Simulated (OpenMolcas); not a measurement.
**Computed transition rates of neutral chlorine**

| Quantity | Value |
| --- | --- |
| Program | OpenMolcas 26.06 |
| Method | SS-RASPT2, IPEA 0.25 Eh, imaginary shift 0.1 Eh (closed shells correlated: 2s 2p 3s) |
| Basis | ANO-RCC-VQZP [6s5p3d2f1g] |
| Scalar Hamiltonian | DKH2, point nucleus |
| Active space | 5 electrons in 9 orbitals (RAS2 3p; RAS3 3d 4s, at most 1 electron) |
| State averaging | 2S+1 = 2 odd, 3 roots; 2S+1 = 4 even, 15 roots; 2S+1 = 2 even, 8 roots |
| Spin-orbit coupling | RASSI with atomic mean-field integrals over the reference wave functions, term energies averaged over their components |

Rates come from the transition moments of the reference wave functions (E1 and E2 in the length form). At fixed line strength A goes as λ^-3 for E1 and M1 and as λ^-5 for E2, so a rate at the computed wavelength can be rescaled to the measured one. Measured vacuum wavelengths follow from level energies in NIST Handbook of Basic Atomic Spectroscopic Data. Branching counts decays inside the model space alone, at computed energies, and the table is only a selection of the E1 lines, drawn from those between levels with measured partners whose computed energy lies within a factor of 1.5 of the measured one.

| Upper | Lower | Type | λ computed (nm) | λ measured (nm) | A computed (s-1) | A rescaled (s-1) | Branching % |
| --- | --- | --- | --- | --- | --- | --- | --- |
| 3s2 3p4 4s 2P 3/2 | 3s2 3p5 2P* 3/2 | E1 | 127.5 | 134.7 | 8.95e+08 | 7.59e+08 | 85.7 |
| 3s2 3p4 4s 2P 1/2 | 3s2 3p5 2P* 1/2 | E1 | 127.9 | 135.2 | 6.98e+08 | 5.91e+08 | 66.0 |
| 3s2 3p4 4s 2P 1/2 | 3s2 3p5 2P* 3/2 | E1 | 126.5 | 133.6 | 3.60e+08 | 3.06e+08 | 34.0 |
| 3s2 3p4 4s 2P 3/2 | 3s2 3p5 2P* 1/2 | E1 | 128.9 | 136.3 | 1.50e+08 | 1.27e+08 | 14.3 |
| 3s2 3p4 4s 4P 3/2 | 3s2 3p5 2P* 3/2 | E1 | 132.4 | 138 | 5.59e+06 |  | 92.1 |
| 3s2 3p4 4s 4P 1/2 | 3s2 3p5 2P* 1/2 | E1 | 133.3 | 139 | 1.21e+06 |  | 65.9 |
| 3s2 3p4 4s 4P 1/2 | 3s2 3p5 2P* 3/2 | E1 | 131.9 | 137.3 | 6.26e+05 |  | 34.1 |
| 3s2 3p4 4s 4P 3/2 | 3s2 3p5 2P* 1/2 | E1 | 133.9 | 139.7 | 4.79e+05 |  | 7.9 |
| 3s2 3p4 4s 4P 5/2 | 3s2 3p5 2P* 3/2 | E1 | 133.3 | 139 | 4.03e+05 |  | 100.0 |

Spin-changing lines and M1 lines between different terms are not rescaled, since their strength hangs on the term gaps too.

The largest correction is for 3s2 3p4 4s 2P 3/2 → 3s2 3p5 2P* 1/2 (E1): 1.50e+08 × (128.9 / 136.3)^3 = 1.27e+08 s-1, a factor of 0.85.

No measured rate stands beside these. Rescaling mends the energy factor alone: line strengths can still be far off where a level mixes with configurations outside the active space, and weak or spin-changing lines hang on small mixing coefficients that depend on the term gaps too, so rescaling need not improve them.

ANO sets are built for valence states and can reach diffuse excited orbitals poorly, and with the s shell closed the s pⁿ⁺¹ terms that mix with these levels are absent. Computed and measured levels are paired by configuration, term and J; levels that our copy of the source lacks, or whose pairing is in doubt (as where it misses far off the trend of its configuration), stay unpaired. Levels of configurations outside the active space are missing.

* marks odd parity.
